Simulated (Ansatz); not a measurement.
Cl3Y, triplet, geometry from GFN2-xTB (such geometries of metal compounds can be far from the true shape) (the multiplicity is a formal guess) (all electrons, no relativity). Base run: B3LYP/3-21G (Ansatz, a program for electronic structure).

Geometry (Å):
```xyz
4

Y      0.2415     0.6269     0.3884
Cl     1.6851    -0.8432    -0.8725
Cl    -0.8747    -1.2631     1.3968
Cl    -1.3644     0.6681    -1.4155
```
Charge 0, spin multiplicity 3.
Orbitals are unrestricted.
All else is at Ansatz's defaults.
Base energy -4692.02268 Eh.

Each row names what was changed in the base input (with any setting that the change needs).

```json
[
 {"change": "base", "ΔE vs base (mEh)": "0.000"},
 {"change": "accuracy = high", "ΔE vs base (mEh)": "-0.004"},
 {"change": "nuclear_model = gaussian", "ΔE vs base (mEh)": "17.578"},
 {"change": "final_grid = 14, 28, 59", "ΔE vs base (mEh)": "0.000"},
 {"change": "lower_state_search = full", "ΔE vs base (mEh)": "0.000"},
 {"change": "final_grid = 6, 12, 29", "ΔE vs base (mEh)": "-0.010"},
 {"change": "lower_state_search = light", "ΔE vs base (mEh)": "0.000"},
 {"change": "point_charge = charge:-1.0 position_ang:-0.3103, -5.2162, -0.1818", "ΔE vs base (mEh)": "0.460"},
 {"change": "forces = on", "ΔE vs base (mEh)": "0.000"}
]
```
